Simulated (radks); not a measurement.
The numbers below are computed, except where a source is named.
Task: Spherical quantum dot in the effective-mass picture: electrons in a hard-walled sphere of radius 3.95, with a point charge +1 (a donor) at the centre, all in effective atomic units (hartree* = m*/eps^2 hartree, bohr* = eps/m* bohr), one dielectric constant everywhere. Level of theory: non-relativistic Kohn-Sham, exchange-only LDA, spin-polarised, spherical densities (a radial shooting solver with Libxc functionals). Levels are named by radial order and angular momentum (1s, 1p, 1d, 2s, ...), and open shells are averaged over m. Results are scaled to m* = 0.063 and eps = 17.5, for which hartree* = 5.598 meV and bohr* = 14.7 nm. At N = 15 the configuration is 1s2 1p6 1d(up 5, down 2). Does electron 16 go into 2s up or 1d down or 2s down?

Result: Into 1d down. The total energies of the other choices lie higher by 0.627 meV (2s up), 0.735 meV (2s down).
